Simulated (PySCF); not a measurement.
Predicted microwave data (PBE0-D3(BJ)/def2-SVP geometry optimisation, gas phase in PySCF 2.14.0) for one isomer of C3H5Br:

- Rotational constants: A = 16545, B = 2567, C = 2447 MHz
- Dipole components: |μa| = 1.78 D, |μb| = 0.00 D, |μc| = 0.35 D
- Inertial defect: -20.91 u·Å²
- κ: -0.98

Problem. Which structure is it? (One computed conformer of each.)
A. `BrC1CC1`
B. 2-bromopropene (`C=C(C)Br`)
C. `[CH2:1]=[CH:2][CH2:3][Br:4]` with C1–C2–C3–Br4 -117°

Solution. A. It is BrC1CC1, a near-prolate asymmetric top, point group Cs. The candidates at the same level (rigid rotor, commonest isotopes):

```json
{"SMILES": "C=CCBr", "A (MHz)": "19410", "B (MHz)": "1962", "C (MHz)": "1905", "μa (D)": "1.71", "μb (D)": "0.81", "μc (D)": "0.02", "Δ (u·Å²)": "-18.32", "point group": "C1", "rotor": "near-prolate asymmetric top"}
{"SMILES": "C=C(C)Br", "A (MHz)": "9270", "B (MHz)": "3146", "C (MHz)": "2384", "μa (D)": "1.54", "μb (D)": "0.28", "μc (D)": "0.00", "Δ (u·Å²)": "-3.17", "point group": "Cs", "rotor": "asymmetric top"}
{"SMILES": "BrC1CC1", "A (MHz)": "16545", "B (MHz)": "2567", "C (MHz)": "2447", "μa (D)": "1.78", "μb (D)": "0.00", "μc (D)": "0.35", "Δ (u·Å²)": "-20.91", "point group": "Cs", "rotor": "near-prolate asymmetric top"}
```

`C=C(C)Br` has A 44 % too low; `C=CCBr` has B 24 % too low. In the right answer the mirror of this Cs structure is the ac plane, so μb vanishes by symmetry. No structure here is proved a minimum.
